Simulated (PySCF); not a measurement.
Atom-mapped SMILES (the numbers label the heavy atoms): `[CH3:1][c:2]1[cH:3][nH+:4][c:5]([CH3:6])[nH:7]1` (H(Xn): hydrogen on atom n).

Geometry: GFN2-xTB; GIAO absolute shieldings from PySCF 2.14, gas phase, non-relativistic, averaged over equivalent atoms.

At X3LYP/pcSseg-1 (164 basis functions, 15 s wall time on 1 thread of an Arm Neoverse V1, shared host):
```
atoms  σ (ppm)
   C5     30.4
   C2     38.6
   C3     59.7
   C6    168.7
   C1    170.3
   N7     64.4
   N4     69.4
H(N4)    22.82
H(N7)    22.93
H(C3)    24.76
H(C6)    28.83
H(C1)    29.05
```

**Question.** Estimate the result of repeating the calculation with PBE0/pcSseg-1.

**Answer.** 
| atoms | σ at PBE0/pcSseg-1 | change |
| --- | --- | --- |
| C5 | 36.9 | +6.5 |
| C2 | 45.3 | +6.7 |
| C3 | 65.1 | +5.4 |
| C6 | 173.3 | +4.6 |
| C1 | 175.0 | +4.7 |
| N7 | 70.0 | +5.6 |
| N4 | 74.8 | +5.4 |
| H(N4) | 22.66 | -0.16 |
| H(N7) | 22.77 | -0.16 |
| H(C3) | 24.59 | -0.17 |
| H(C6) | 28.71 | -0.12 |
| H(C1) | 28.95 | -0.10 |

The largest change is at C2 (substituted aromatic carbon next to a ring nitrogen). Cost: 164 basis functions, 17 s wall time on 1 thread of an Arm Neoverse V1, shared host. The order of the carbon signals is the same at both levels.
